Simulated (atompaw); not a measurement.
## How hard is this calcium PAW (atompaw) potential?

* Element: calcium (Ca)
* Generator: atompaw 4.2.0.5
* Type: PAW
* Functional: PBE
* Relativity: scalar-relativistic
* Frozen core: [Ne]
* Valence charge: 10
* Reference configuration: 3s2 3p6 3d0 4s1.75 4p0.25
* Partial waves: 3s (bound): rc 1.35 bohr; 4s (bound): rc 3.00 bohr; 3p (bound): rc 1.50 bohr; 4p (bound): rc 2.80 bohr; 3d (bound, empty): rc 3.00 bohr; 3d channel at 2.35 Ry: rc 3.00 bohr
* Local potential: troulliermartins scheme with l = 3 at 0.5 Ry, radius 2.50 bohr
* Core correction: smooth core density matched at 2.70 bohr
* Augmentation charge: besselshape compensation charge, radius 2.95 bohr; PAW radius 3.00 bohr; waves and projectors: custom polynom2 7 10 vanderbiltortho

The pseudo-atom Hamiltonian at the reference potential is diagonalised in spherical Bessel functions j_l(qr) that vanish at 20 bohr, with q² up to the cutoff. All-electron valence levels (Ry): 3s -3.4871, 4s -0.2897, 3p -2.0842, 4p -0.1139, 3d -0.1637.

Problem. How do the lowest levels (Ry) of each channel move with the cutoff, and are there ghosts?

Solution.

```json
{"cutoff (Ry)": "8", "s #1": "-3.4116", "s #2": "-0.2896", "s #3": "-0.0085", "p #1": "-1.0350", "p #2": "-0.1132", "d #1": "-0.1509", "f #1": "0.0870", "Σ f·Δε (mRy)": "6446.2"}
{"cutoff (Ry)": "15", "s #1": "-3.4859", "s #2": "-0.2897", "s #3": "-0.0085", "p #1": "-2.0465", "p #2": "-0.1138", "d #1": "-0.1618", "f #1": "0.0870", "Σ f·Δε (mRy)": "228.1"}
{"cutoff (Ry)": "25", "s #1": "-3.4867", "s #2": "-0.2897", "s #3": "-0.0085", "p #1": "-2.0835", "p #2": "-0.1138", "d #1": "-0.1632", "f #1": "0.0870", "Σ f·Δε (mRy)": "4.8"}
{"cutoff (Ry)": "40", "s #1": "-3.4870", "s #2": "-0.2897", "s #3": "-0.0085", "p #1": "-2.0838", "p #2": "-0.1138", "d #1": "-0.1636", "f #1": "0.0870", "Σ f·Δε (mRy)": "2.4"}
{"cutoff (Ry)": "60", "s #1": "-3.4871", "s #2": "-0.2897", "s #3": "-0.0085", "p #1": "-2.0839", "p #2": "-0.1138", "d #1": "-0.1636", "f #1": "0.0870", "Σ f·Δε (mRy)": "1.6"}
{"cutoff (Ry)": "90", "s #1": "-3.4871", "s #2": "-0.2897", "s #3": "-0.0085", "p #1": "-2.0839", "p #2": "-0.1138", "d #1": "-0.1637", "f #1": "0.0870", "Σ f·Δε (mRy)": "1.2"}
{"cutoff (Ry)": "120", "s #1": "-3.4871", "s #2": "-0.2897", "s #3": "-0.0085", "p #1": "-2.0840", "p #2": "-0.1138", "d #1": "-0.1637", "f #1": "0.0870", "Σ f·Δε (mRy)": "1.0"}
{"cutoff (Ry)": "180", "s #1": "-3.4871", "s #2": "-0.2897", "s #3": "-0.0085", "p #1": "-2.0841", "p #2": "-0.1138", "d #1": "-0.1637", "f #1": "0.0870", "Σ f·Δε (mRy)": "0.4"}
{"cutoff (Ry)": "400", "s #1": "-3.4871", "s #2": "-0.2897", "s #3": "-0.0085", "p #1": "-2.0841", "p #2": "-0.1138", "d #1": "-0.1637", "f #1": "0.0870", "Σ f·Δε (mRy)": "0.0"}
```

Result: no extra level below or beside the all-electron valence levels (s, p, d, f tested); 10 mRy is reached at 25 Ry and 1 mRy at 140 Ry.
